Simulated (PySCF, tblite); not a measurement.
Isomers of C5H10FPSi, one GFN2-xTB conformer each. Single-point energies are computed at PBE0/pcSseg-1 (PySCF, gas phase, no added dispersion term), electronic only.

Question: Rank them by PBE0/pcSseg-1 energy, lowest first (kJ/mol).
A. `[F:1][CH2:2][C:3]1=[CH:4][CH2:5][Si@@H:6]([PH2:7])[CH2:8]1` with F1–C2–C3–C4 4°, C5–Si6–P7–H 167° and 74°
B. `[CH2:1]=[CH:2][C@@H:3]1[CH2:4][Si@H:5]([PH2:6])[C@@H:7]1[F:8]` with C1–C2–C3–C4 -123°, C4–Si5–P6–H -147° and 120°, C2–C3–C4–Si5 -135°, C3–C4–Si5–P6 118°, C4–Si5–C7–F8 105°, C2–C3–C7–Si5 134°

Answer: A (0.0), B (119.9).

As drawn, the higher has a four-membered ring, which the lower lacks. GFN2-xTB itself gives, in the same order: 0.0, 85.2. Both levels put the same isomer lowest.

Which frontier levels, dipoles and rotational constants go with these structures?

| SMILES | HOMO (eV, PBE0/pcSseg-1) | LUMO (eV) | dipole (D) | A, B, C (MHz) |
| --- | --- | --- | --- | --- |
| FCC1=CC[Si@@H](P)C1 | -7.09 | 0.40 | 1.75 | 3439, 635.8, 597.2 |
| C=C[C@@H]1C[Si@H](P)[C@@H]1F | -7.40 | -0.36 | 2.16 | 2859, 794.8, 732.5 |

What happens when harmonic zero-point energies from GFN2-xTB frequencies are added?

| SMILES | ZPE (kJ/mol) | electronic (kJ/mol) | with ZPE (kJ/mol) |
| --- | --- | --- | --- |
| FCC1=CC[Si@@H](P)C1 | 346.2 | 0.0 | 0.0 |
| C=C[C@@H]1C[Si@H](P)[C@@H]1F | 344.9 | 119.9 | 118.6 |

The zero-point energies span 1.3 kJ/mol. The order is unchanged.
